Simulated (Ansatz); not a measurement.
Telling isomers of GeH2O2 apart by their spectra

These gas-phase data were calculated for one isomer of GeH2O2 at PBE0-D4/def2-TZVP (harmonic, unscaled wavenumbers; equilibrium rotational constants with average atomic masses):

| Property | Result |
| --- | --- |
| rotational constants | 26.21, 6.855, 5.434 GHz |
| all wavenumbers above 1500 cm⁻¹ | 3853, 2195 |

Candidates:

(1) `[OH][Ge][OH]`, a singlet
(2) `[O]=[GeH][OH]`, a singlet

Problem. Which candidate do the data belong to?

Solution. Candidate (2). The band at 2195 cm⁻¹ lies where the Ge–H stretch is expected; (1) has no mode between 1900 and 2250 cm⁻¹.

The same quantities for all candidates:

```tsv
	rotational constants (GHz)	wavenumbers above 1500 cm⁻¹	E above the lowest, PBE0-D4/def2-TZVP (kcal/mol)
(1)	14.18, 8.245, 5.214	3887, 3833	0.0
(2)	26.21, 6.855, 5.434	3853, 2195	39.6
```

Harmonic stretches to hydrogen usually lie a few per cent above observed fundamentals. Each candidate is one conformer. Programs: Ansatz 0.2.0.
